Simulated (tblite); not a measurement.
Compound: C3H10NOSi (doublet state).
Numbering: `[CH3:1][CH2:2][Si@@H:3]([OH:4])[N:5][CH3:6]` (hydrogens: H7, H8, H9 on C1; H10, H11 on C2; H12 on Si3; H13 on O4; H14, H15, H16 on C6)

Structure used (GFN2-xTB), in Å, numbered top down from 1:
```xyz
16
C3H10NOSi angstrom
C     -1.8593   -0.5912   -0.4167
C     -1.1190    0.7267   -0.4212
Si     0.3396    0.7875    0.8847
O     -0.2565    0.4554    2.3612
N      1.3460   -0.4458    0.3751
C      2.2568   -0.5518   -0.6869
H     -1.1957   -1.4089   -0.6861
H     -2.6831   -0.5664   -1.1323
H     -2.2741   -0.7936    0.5681
H     -0.7038    0.9324   -1.4048
H     -1.7925    1.5389   -0.1576
H      0.6814    2.2030    1.0093
H     -0.2423   -0.4462    2.6699
H      2.8811   -1.4358   -0.5206
H      1.7179   -0.7234   -1.6289
H      2.8959    0.3281   -0.8248
```

Level: GFN2-xTB in tblite, geometry and Hessian alike; calculated harmonic values, unscaled, isolated species. Against measured fundamentals such values can be off by several per cent, at times by over 20. Modes of hydrogen on silicon can be 10 to 20 % off. One conformer, not necessarily the lowest. Open shells enter through the occupations alone, without spin polarisation, and single modes of such species can be off by tens of per cent.

Harmonic wavenumbers (cm⁻¹): 40.4, 55.1, 91.3, 160.9, 166.3, 183.6, 218.4, 243.2, 296.2, 336.1, 549.1, 584.1, 692.6, 724.7, 778.6, 849.8, 911.1, 960.3, 1001.1, 1009.6, 1087.2, 1101.7, 1202.5, 1236.2, 1294.2, 1387.1, 1406.0, 1435.0, 1462.0, 1468.8, 1490.5, 1501.1, 2247.8, 2857.2, 2892.6, 2932.5, 2978.3, 3005.1, 3012.1, 3034.4, 3041.7, 3679.4.

A = 3130, B = 2276, C = 1606 MHz; mass 104.053 u (most abundant isotopes); point group C1, symmetry number 1; spin multiplicity 2.

Q: What is the zero-point energy?

A: Half the sum of the wavenumbers: 27803 cm⁻¹ = 79.49 kcal/mol.

Q: Give the ideal-gas entropy at 500 K and 1 bar in the rigid-rotor, harmonic-oscillator model (classical rotation).

A: Translation 42.43, rotation 29.27, vibration 47.29, spin (R ln 2) 1.38: S = 120.4 cal/(mol K).

Q: And Cp and H(500 K) − H(0)?

A: Cp = 48.51 cal/(mol K), of which vibrations give 40.56 (their classical limit is 42 R = 83.5); H(500 K) − H(0) = 15.31 kcal/mol without the zero-point energy, 11.34 from vibrations.

Q: Blend soft modes into free rotors: weight 1/[1 + (100 cm⁻¹/ν̃)⁴] for the oscillator and the rest for a rotor with moment μB/(μ + B), μ = h/(8π²ν), B = 10⁻⁴⁴ kg m². What vibrational entropy results?

A: 42.88 cal/(mol K) in place of 47.29, which changes −T·S at 500 K by +2.20 kcal/mol.

Q: Which modes carry the vibrational entropy at 500 K?

A: 40.4 cm⁻¹: 6.26; 55.1 cm⁻¹: 5.65; 91.3 cm⁻¹: 4.65; 160.9 cm⁻¹: 3.54; 166.3 cm⁻¹: 3.47; 183.6 cm⁻¹: 3.28 cal/(mol K); the other 36 give 20.44 together.

Q: How do the functions run with temperature in this model?

A: 
```tsv
T (K)	S (cal/(mol K))	Cp (cal/(mol K))	H − H(0) (kcal/mol)	G − H(0) (kcal/mol)	ln q(vib)
100	70.3	19.9	1.38	-5.65	2.11
200	86.6	27.6	3.77	-13.55	4.97
300	99.2	35.0	6.90	-22.85	7.60
800	146.4	62.2	32.08	-85.03	18.83
1000	161.0	68.4	45.17	-115.80	22.72
```

q(vib) and H(0) count from the zero-point level.

Hindered rotation and anharmonicity are outside this model. Other conformers, if any are populated, would add a mixing term that is left out. The structure is chiral; the term R ln 2 for an equal mix with its mirror image is left out.

On one thread of an AMD EPYC, no GPU, on a shared host, this took 0.89 s. The figure is for the frequency step alone.
